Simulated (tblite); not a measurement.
Record of a relaxation.

Species: CH12GeO2Si3.
Numbering: `[OH:1][Si@H:2]([O:3][CH2:4][GeH3:5])[SiH2:6][SiH3:7]` (hydrogens: H8 on O1; H9 on Si2; H10, H11 on C4; H12, H13, H14 on Ge5; H15, H16 on Si6; H17, H18, H19 on Si7)

Computed with GFN2-xTB (tblite), gas phase: L-BFGS steps from a force-field or distance-geometry start until the largest atomic force falls under 0.01 eV/Å. 8 of its 275 geometries are shown.

Step 0: E = -640.2169 eV, largest atomic force 2.416 eV/Å
```
atom  x, y, z in Å  |  force x, y, z in eV/Å
O1      0.096    1.411   -0.456    1.383  -1.169  -0.542
Si2    -0.021   -0.288   -0.328   -0.295   1.301   1.577
O3     -0.950   -0.704    1.038    1.193   0.626  -2.006
C4     -2.257   -0.901    0.608   -0.669  -1.249   0.723
Ge5    -3.088    0.616   -0.219   -0.796   1.616  -0.871
Si6     2.058   -1.085   -0.194    0.077  -0.967   0.562
Si7     3.412    0.684    0.080    0.461  -0.078   0.412
H8      0.993    1.708   -0.796   -1.869  -0.372   0.607
H9     -0.629   -0.835   -1.517   -0.459   0.087  -0.432
H10    -2.895   -1.187    1.486    0.630  -0.188  -0.512
H11    -2.245   -1.724   -0.151   -0.404   0.144   0.757
H12    -4.504    0.839    0.373    0.484  -0.057  -0.291
H13    -3.264    0.340   -1.748    0.035   0.208   0.657
H14    -2.289    1.929   -0.057   -0.466  -0.601  -0.071
H15     2.217   -2.051    0.905    0.074  -0.075  -0.217
H16     2.375   -1.767   -1.440    0.039  -0.253  -0.133
H17     2.989    1.332    1.328    0.302   0.229  -0.196
H18     3.211    1.527   -1.093    0.215   0.391  -0.048
H19     4.780    0.166    0.149    0.066   0.408   0.025
```

Step 39: E = -641.3509 eV, largest atomic force 0.156 eV/Å
```
atom  x, y, z in Å  |  force x, y, z in eV/Å
O1     -0.260    1.133   -0.481    0.052  -0.037  -0.139
Si2     0.020   -0.474   -0.734    0.049   0.056   0.045
O3     -0.991   -1.211    0.276   -0.028   0.028   0.027
C4     -2.311   -0.883    0.601    0.097  -0.042   0.007
Ge5    -3.169    0.731   -0.174    0.088  -0.074   0.041
Si6     2.131   -1.111   -0.085   -0.050  -0.045  -0.085
Si7     3.622    0.647    0.176   -0.032  -0.066   0.034
H8      0.323    1.789   -0.860   -0.139  -0.055   0.046
H9     -0.367   -0.705   -2.140   -0.019  -0.005   0.026
H10    -2.367   -0.794    1.696   -0.007  -0.048  -0.061
H11    -2.938   -1.743    0.319   -0.012   0.085   0.051
H12    -4.575    0.613    0.341   -0.059   0.056  -0.010
H13    -3.255    0.666   -1.662    0.050  -0.004  -0.090
H14    -2.652    2.072    0.209    0.023   0.003   0.089
H15     2.206   -2.057    1.045   -0.029   0.099  -0.031
H16     2.645   -1.924   -1.207   -0.004  -0.001   0.015
H17     3.362    1.466    1.367    0.059  -0.009  -0.020
H18     3.547    1.587   -0.956    0.000  -0.013   0.020
H19     5.019    0.207    0.234   -0.041   0.071   0.036
```

Step 78: E = -641.4327 eV, largest atomic force 0.102 eV/Å
```
atom  x, y, z in Å  |  force x, y, z in eV/Å
O1     -0.362    1.036   -0.706   -0.060  -0.056   0.022
Si2    -0.017   -0.573   -0.811    0.042  -0.030  -0.011
O3     -0.940   -1.220    0.337   -0.014  -0.031   0.007
C4     -2.269   -0.904    0.623   -0.012   0.029  -0.002
Ge5    -3.014    0.798   -0.072   -0.042   0.067  -0.011
Si6     2.106   -1.093   -0.134    0.059  -0.027   0.079
Si7     3.555    0.688    0.211   -0.062   0.003  -0.053
H8      0.092    1.685   -1.231    0.032   0.055  -0.038
H9     -0.484   -0.963   -2.155    0.007  -0.013  -0.007
H10    -2.378   -0.903    1.714    0.001  -0.009   0.029
H11    -2.907   -1.716    0.251   -0.001  -0.014  -0.026
H12    -4.494    0.696    0.216    0.016  -0.006   0.042
H13    -2.908    0.944   -1.554   -0.011   0.000  -0.035
H14    -2.538    2.043    0.598    0.033  -0.011   0.006
H15     2.134   -1.968    1.055   -0.002   0.034  -0.068
H16     2.675   -1.951   -1.193   -0.016   0.040   0.023
H17     3.289    1.487    1.411   -0.003  -0.018   0.019
H18     3.496    1.661   -0.896    0.019  -0.047   0.025
H19     4.953    0.262    0.303    0.017   0.033  -0.002
```

Step 117: E = -641.4751 eV, largest atomic force 0.034 eV/Å
```
atom  x, y, z in Å  |  force x, y, z in eV/Å
O1     -0.442    0.723   -1.130    0.014   0.017   0.010
Si2    -0.026   -0.857   -0.890   -0.010   0.014   0.006
O3     -0.987   -1.304    0.323    0.011   0.009  -0.008
C4     -2.317   -0.915    0.507   -0.009   0.005  -0.018
Ge5    -2.800    0.976    0.119    0.016  -0.028   0.010
Si6     2.117   -1.072   -0.102   -0.013  -0.001  -0.025
Si7     3.371    0.837    0.320    0.002  -0.016   0.023
H8      0.002    1.276   -1.765   -0.006  -0.005  -0.002
H9     -0.446   -1.522   -2.139    0.014  -0.013  -0.009
H10    -2.567   -1.125    1.553    0.006   0.023  -0.008
H11    -2.967   -1.554   -0.107    0.022  -0.004   0.026
H12    -4.160    1.147    0.758    0.011  -0.015   0.013
H13    -3.000    1.276   -1.330    0.002   0.013  -0.007
H14    -1.905    1.987    0.753    0.004   0.016  -0.008
H15     2.217   -1.979    1.052   -0.012  -0.009  -0.010
H16     2.821   -1.807   -1.174    0.000  -0.015   0.011
H17     2.989    1.571    1.530   -0.007  -0.007   0.002
H18     3.290    1.820   -0.771   -0.019  -0.005  -0.015
H19     4.800    0.534    0.459   -0.023   0.023   0.008
```

Step 157: E = -641.4908 eV, largest atomic force 0.050 eV/Å
```
atom  x, y, z in Å  |  force x, y, z in eV/Å
O1     -0.423    0.589   -1.320   -0.005   0.004  -0.032
Si2    -0.013   -0.983   -1.018   -0.007  -0.004   0.011
O3     -0.942   -1.351    0.246   -0.021  -0.022   0.005
C4     -2.226   -0.871    0.511    0.012   0.003   0.019
Ge5    -2.579    1.058    0.191    0.043   0.019  -0.015
Si6     2.106   -1.147   -0.161   -0.025   0.013   0.013
Si7     3.101    0.874    0.406   -0.015   0.024  -0.002
H8     -0.017    1.108   -2.008   -0.004  -0.047   0.017
H9     -0.463   -1.722   -2.217   -0.001   0.047   0.013
H10    -2.425   -1.076    1.569   -0.016  -0.008   0.001
H11    -2.958   -1.448   -0.070    0.013  -0.017   0.021
H12    -3.811    1.341    1.018   -0.041   0.001   0.001
H13    -2.949    1.385   -1.219    0.007   0.026  -0.002
H14    -1.527    1.989    0.697   -0.001  -0.015  -0.021
H15     2.179   -2.082    0.974    0.010   0.004  -0.040
H16     2.913   -1.807   -1.204    0.028  -0.015  -0.015
H17     2.522    1.502    1.598    0.009   0.000  -0.002
H18     2.957    1.868   -0.671    0.000  -0.015   0.013
H19     4.543    0.779    0.649    0.013   0.001   0.013
```

Step 196: E = -641.5047 eV, largest atomic force 0.048 eV/Å
```
atom  x, y, z in Å  |  force x, y, z in eV/Å
O1     -0.482    0.315   -1.554   -0.001  -0.029   0.012
Si2    -0.045   -1.202   -1.054   -0.008   0.010  -0.032
O3     -0.931   -1.407    0.279    0.012   0.001  -0.017
C4     -2.144   -0.780    0.573    0.005   0.006   0.019
Ge5    -2.263    1.171    0.206   -0.014   0.018  -0.024
Si6     2.119   -1.144   -0.297    0.014  -0.007  -0.045
Si7     2.737    0.919    0.588    0.003  -0.022  -0.009
H8     -0.116    0.709   -2.339   -0.002   0.000  -0.009
H9     -0.542   -2.074   -2.137   -0.006  -0.003   0.024
H10    -2.325   -0.933    1.642    0.013   0.015   0.035
H11    -2.960   -1.287    0.045    0.001  -0.023  -0.038
H12    -3.313    1.671    1.175   -0.007   0.004  -0.003
H13    -2.767    1.532   -1.154   -0.004  -0.005   0.009
H14    -1.014    1.928    0.514   -0.001   0.011   0.017
H15     2.417   -2.265    0.607   -0.008   0.014   0.024
H16     2.974   -1.448   -1.466   -0.009   0.016   0.008
H17     1.907    1.345    1.719   -0.006  -0.007  -0.002
H18     2.611    1.973   -0.432    0.002   0.001   0.022
H19     4.126    0.986    1.052    0.018   0.000   0.009
```

Step 235: E = -641.5289 eV, largest atomic force 0.075 eV/Å
```
atom  x, y, z in Å  |  force x, y, z in eV/Å
O1     -0.580    0.242   -1.689   -0.013   0.027  -0.034
Si2    -0.051   -1.181   -1.036    0.013   0.006  -0.005
O3     -0.746   -1.187    0.420    0.015   0.021  -0.012
C4     -1.975   -0.618    0.763   -0.031  -0.048   0.005
Ge5    -2.396    1.179    0.014   -0.029  -0.020   0.027
Si6     2.178   -1.040   -0.524    0.009  -0.024  -0.015
Si7     2.775    0.767    0.809    0.000   0.014   0.000
H8     -0.315    0.531   -2.558   -0.010  -0.032   0.046
H9     -0.650   -2.207   -1.915   -0.016   0.004   0.031
H10    -1.994   -0.531    1.858    0.024  -0.007  -0.071
H11    -2.778   -1.316    0.488    0.000   0.064   0.015
H12    -3.458    1.721    0.947    0.015  -0.010  -0.005
H13    -3.027    1.182   -1.341    0.014  -0.022  -0.014
H14    -1.262    2.146    0.064    0.009   0.017   0.009
H15     2.642   -2.301    0.076   -0.010  -0.005  -0.014
H16     2.901   -1.020   -1.815    0.007   0.022   0.026
H17     1.809    0.971    1.893    0.009   0.008   0.016
H18     2.825    2.036    0.068   -0.004  -0.010  -0.012
H19     4.092    0.635    1.444   -0.001  -0.006   0.005
```

Step 274: E = -641.5360 eV, largest atomic force 0.009 eV/Å
```
atom  x, y, z in Å  |  force x, y, z in eV/Å
O1     -0.636    0.264   -1.730   -0.001   0.000   0.002
Si2    -0.050   -1.097   -1.000    0.008   0.000  -0.001
O3     -0.651   -0.993    0.493    0.005  -0.007   0.004
C4     -1.899   -0.488    0.858   -0.003   0.008  -0.004
Ge5    -2.580    1.111   -0.109    0.001   0.000   0.005
Si6     2.203   -0.950   -0.616   -0.005  -0.003   0.003
Si7     2.913    0.636    0.926   -0.001   0.002  -0.004
H8     -0.410    0.487   -2.627   -0.001   0.001   0.001
H9     -0.695   -2.197   -1.745    0.001  -0.002   0.001
H10    -1.839   -0.231    1.922    0.002   0.001  -0.001
H11    -2.650   -1.284    0.770   -0.002   0.000   0.000
H12    -3.716    1.593    0.767   -0.001   0.000  -0.001
H13    -3.193    0.825   -1.441   -0.002   0.002  -0.003
H14    -1.615    2.245   -0.205   -0.001  -0.002  -0.002
H15     2.703   -2.290   -0.268    0.001   0.002  -0.004
H16     2.850   -0.709   -1.925   -0.002   0.000   0.004
H17     1.961    0.813    2.027    0.003  -0.003  -0.003
H18     3.091    1.964    0.322   -0.002  -0.001   0.003
H19     4.202    0.309    1.549    0.000   0.001   0.001
```

**Question.** Summarise the path.

**Answer.** The energy falls by 1.3191 eV from step 0 to step 274; nine tenths of that is first reached at step 57. It falls at every step. The largest force goes from 2.416 to 0.009 eV/Å. Among the bonds Si2–O3 changes most, from 1.703 to 1.613 Å; the atoms move by 1.278 Å rms after alignment.

**Question.** Follow the three bonds and two angles with the largest change from start to end.

**Answer.** 
| step | E above end (eV) | largest force (eV/Å) | Si2–O3 (Å) | Si6–Si7 (Å) | C4–Ge5 (Å) | Si2–O3–C4 (°) | Si6–Si2–H9 (°) |
| --- | --- | --- | --- | --- | --- | --- | --- |
| 0 | 1.3191 | 2.416 | 1.703 | 2.245 | 1.918 | 107.4 | 107.9 |
| 12 | 0.4646 | 0.349 | 1.620 | 2.330 | 2.021 | 120.8 | 116.6 |
| 24 | 0.3051 | 0.257 | 1.613 | 2.330 | 1.990 | 128.4 | 116.9 |
| 36 | 0.2022 | 0.182 | 1.609 | 2.313 | 1.978 | 128.9 | 117.3 |
| 48 | 0.1519 | 0.116 | 1.608 | 2.319 | 1.987 | 127.5 | 117.3 |
| 60 | 0.1275 | 0.098 | 1.609 | 2.315 | 1.986 | 127.9 | 119.5 |
| 71 | 0.1119 | 0.113 | 1.610 | 2.318 | 1.985 | 127.4 | 120.4 |
| 83 | 0.0986 | 0.084 | 1.610 | 2.312 | 1.991 | 126.9 | 120.0 |
| 95 | 0.0853 | 0.089 | 1.609 | 2.320 | 1.986 | 125.8 | 118.6 |
| 107 | 0.0704 | 0.066 | 1.611 | 2.324 | 1.989 | 126.7 | 118.6 |
| 119 | 0.0605 | 0.031 | 1.611 | 2.322 | 1.988 | 126.0 | 121.0 |
| 131 | 0.0534 | 0.070 | 1.611 | 2.322 | 1.985 | 126.2 | 122.1 |
| 143 | 0.0491 | 0.026 | 1.611 | 2.321 | 1.990 | 126.8 | 122.8 |
| 155 | 0.0463 | 0.057 | 1.611 | 2.320 | 1.989 | 126.7 | 123.3 |
| 167 | 0.0404 | 0.033 | 1.612 | 2.325 | 1.990 | 126.7 | 124.2 |
| 179 | 0.0373 | 0.031 | 1.612 | 2.326 | 1.990 | 126.7 | 124.8 |
| 191 | 0.0338 | 0.041 | 1.613 | 2.326 | 1.990 | 126.8 | 124.3 |
| 203 | 0.0288 | 0.035 | 1.614 | 2.327 | 1.994 | 125.9 | 125.8 |
| 214 | 0.0232 | 0.074 | 1.616 | 2.327 | 1.992 | 125.0 | 126.5 |
| 226 | 0.0157 | 0.069 | 1.615 | 2.327 | 1.991 | 125.6 | 124.7 |
| 238 | 0.0054 | 0.048 | 1.613 | 2.326 | 1.992 | 126.8 | 125.0 |
| 250 | 0.0011 | 0.036 | 1.613 | 2.324 | 1.991 | 127.0 | 124.6 |
| 262 | 0.0003 | 0.014 | 1.613 | 2.324 | 1.989 | 126.7 | 124.3 |
| 274 | 0.0000 | 0.009 | 1.613 | 2.324 | 1.989 | 126.8 | 124.2 |

What follows is the cost of the whole relaxation. Time: 2.6 s of wall time. Hardware: Arm Neoverse V2, one thread, no GPU, shared host with 192 logical CPUs at a one-minute load of 71.
